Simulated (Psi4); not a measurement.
Cl₂Sc (SMILES [Cl][Sc+][Cl]), charge +1, singlet, at a GFN2-xTB geometry (such geometries of metal compounds can be far from the true shape) (the multiplicity is a formal guess); WB97X-V/6-31G* (Psi4).

Psi4 was given this input:
```
memory 2 GB

molecule {
1 1
  Sc    0.40621830   -0.00029416    0.42871085
  Cl    1.19503248    0.37581167   -1.63460469
  Cl   -1.69683156   -0.37544829    1.10502071
}

set basis 6-31g*

energy('wb97x-v')
print_variables()
```

The log (banner, timings and long lists left out):

```
   => Loading Basis Set <=

    Name: 6-31G*
    Role: ORBITAL
    Keyword: BASIS

         ---------------------------------------------------------
                                   SCF
               by Justin Turney, Rob Parrish, Andy Simmonett
                          and Daniel G. A. Smith
                              RKS Reference
         ---------------------------------------------------------

  ==> Geometry <==

    Molecular point group: cs
    Full point group: Cs

    Geometry (in Angstrom), charge = 1, multiplicity = 1:

       Center              X                  Y                   Z               Mass
    ------------   -----------------  -----------------  -----------------  -----------------
         SC          -0.396281582061     0.425638563736     0.000000000000    44.955908280000
         CL          -1.228729303398    -1.654742462609     0.000000000000    34.968852682000
         CL           1.738188353090     1.107542118184     0.000000000000    34.968852682000

  Running in cs symmetry.

  Rotational constants: A =      0.67490  B =      0.05867  C =      0.05398 [cm^-1]
  Rotational constants: A =  20233.12489  B =   1758.95126  C =   1618.26834 [MHz]
  Nuclear repulsion =  206.345074515696979

  Charge       = 1
  Multiplicity = 1
  Electrons    = 54
  Nalpha       = 27
  Nbeta        = 27

  ==> Algorithm <==

  SCF Algorithm Type is DF.
  DIIS enabled.
  MOM disabled.
  Fractional occupation disabled.
  Guess Type is SAD.
  Energy threshold   = 1.00e-06
  Density threshold  = 1.00e-06
  Integral threshold = 1.00e-12

  ==> Primary Basis <==

  Basis Set: 6-31G*
    Blend: 6-31G*
    Number of shells: 28
    Number of basis functions: 77
    Number of Cartesian functions: 77
    Spherical Harmonics?: false
    Max angular momentum: 3

  ==> DFT Potential <==

   => LibXC <=

    Version 7.1.2
    S. Lehtola, C. Steigemann, M. J. T. Oliveira, and M. A. L. Marques,  SoftwareX 7, 1–5 (2018) (10.1016/j.softx.2017.11.002)

   => Composite Functional: WB97X-V <=

    wB97X-V Hyb-GGA Exchange-Correlation Functional

    N. Mardirossian and M. Head-Gordon,  Phys. Chem. Chem. Phys. 16, 9904–9924 (2014) (10.1039/C3CP54374A)

    Deriv               =              1
    GGA                 =           TRUE
    Meta                =          FALSE

    Exchange Hybrid     =           TRUE
    MP2 Hybrid          =          FALSE

   => Exchange-Correlation Functionals <=

    1.0000   wB97X-V range-separated functional

   => Exact (HF) Exchange <=

    0.8330            HF,LR [omega = 0.3000]
    0.1670               HF

   => LibXC Density Thresholds  <==

    XC_HYB_GGA_XC_WB97X_V:  1.00E-14

   => VV10 Non-Local Parameters <=

    VV10 B              =     6.0000E+00
    VV10 C              =     1.0000E-02

   => Molecular Quadrature <=

    Radial Scheme          =       TREUTLER
    Pruning Scheme         =           NONE
    Nuclear Scheme         =       TREUTLER

    Blocking Scheme        =         OCTREE
    BS radius alpha        =              1
    Pruning alpha          =              1
    Radial Points          =             75
    Spherical Points       =            302
    Total Points           =          65498
    Total Blocks           =            583
    Max Points             =            255
    Max Functions          =             75
    Weights Tolerance      =       1.00E-15

   => Loading Basis Set <=

    Name: (6-31G* AUX)
    Role: JKFIT
    Keyword: DF_BASIS_SCF

  ==> Integral Setup <==

  SCF_SUBTYPE=INCORE selected. In-core MEM_DF algorithm will be used.
  Using in-core AOs.

  ==> MemDFJK: Density-Fitted J/K Matrices <==

    J tasked:                   Yes
    K tasked:                   Yes
    wK tasked:                  Yes
    Omega:                3.000E-01
    Algorithm:                 Core
    Schwarz Cutoff:           1E-12
    Mask sparsity (%):       3.5419
    Fitting Condition:        1E-10

   => Auxiliary Basis Set <=

  Basis Set: (6-31G* AUX)
    Blend: CC-PVDZ-JKFIT + DEF2-UNIVERSAL-JKFIT
    Number of shells: 130
    Number of basis functions: 637
    Number of Cartesian functions: 637
    Spherical Harmonics?: false
    Max angular momentum: 6

  Minimum eigenvalue in the overlap matrix is 1.0550756251E-02.
  Reciprocal condition number of the overlap matrix is 1.9812550966E-03.
    Using symmetric orthogonalization.

  ==> Pre-Iterations <==

  SCF Guess: Superposition of Atomic Densities via on-the-fly atomic UHF (no occupation information).

   -------------------------
    Irrep   Nso     Nmo
   -------------------------
     A'        55      55
     A"        22      22
   -------------------------
    Total      77      77
   -------------------------

  ==> Iterations <==

                           Total Energy        Delta E     RMS |[F,P]|

   @DF-RKS iter SAD: -1680.08929917873775   -1.68009e+03   0.00000e+00
   @DF-RKS iter   1: -1680.43106892552441   -3.41770e-01   8.20988e-03 DIIS/ADIIS
   @DF-RKS iter   2: -1679.50988056509550    9.21188e-01   2.87081e-02 DIIS/ADIIS
   @DF-RKS iter   3: -1680.61437041961153   -1.10449e+00   2.93359e-03 DIIS/ADIIS
   @DF-RKS iter   4: -1680.62953969311639   -1.51693e-02   3.91806e-04 DIIS/ADIIS
   @DF-RKS iter   5: -1680.62976989265599   -2.30200e-04   8.36807e-05 DIIS
   @DF-RKS iter   6: -1680.62979058330393   -2.06906e-05   1.53346e-05 DIIS
   @DF-RKS iter   7: -1680.62979268362301   -2.10032e-06   7.48384e-06 DIIS
   @DF-RKS iter   8: -1680.62979327225571   -5.88633e-07   2.82697e-06 DIIS
   @DF-RKS iter   9: -1680.62979338839978   -1.16144e-07   7.69236e-07 DIIS
  Energy and wave function converged.

  ==> Post-Iterations <==

   Electrons on quadrature grid:
      Ntotal   =   54.0000263550 ; deviation = 2.635e-05

    Orbital Energies [Eh]
    ---------------------

    Doubly Occupied:

[...]
    Virtual:

[...]
    Final Occupation by Irrep:
             Ap   App
    DOCC [    21,    6 ]
    NA   [    21,    6 ]
    NB   [    21,    6 ]

  @DF-RKS Final Energy: -1680.62979338839978

   => Energetics <=

    Nuclear Repulsion Energy =            206.3450745156969788
    One-Electron Energy =               -2710.5310260599108005
    Two-Electron Energy =                 895.8080409470385348
    DFT Exchange-Correlation Energy =     -72.4783427693604523
    Empirical Dispersion Energy =           0.0000000000000000
    VV10 Nonlocal Energy =                  0.2264599781357461
    Total Energy =                      -1680.6297933884000031

Computation Completed

Properties will be evaluated at   0.000000,   0.000000,   0.000000 [a0]

Properties computed using the SCF density matrix

 Multipole Moments:

 ------------------------------------------------------------------------------------
     Multipole            Electronic (a.u.)      Nuclear  (a.u.)        Total (a.u.)
 ------------------------------------------------------------------------------------

 L = 1.  Multiply by 2.5417464519 to convert [e a0] to [Debye]
 Dipole X            :         -2.2250237            0.6404105           -1.5846132
 Dipole Y            :          2.3897688           -0.6878528            1.7019160
 Dipole Z            :          0.0000000            0.0000000            0.0000000
 Magnitude           :                                                    2.3254069

 ------------------------------------------------------------------------------------

  Variable Map:
  ----------------------------------------------------------------------------
[...]
  Array Variable Map:
  ----------------------------------------------------------------------------
[...]
[...]
```
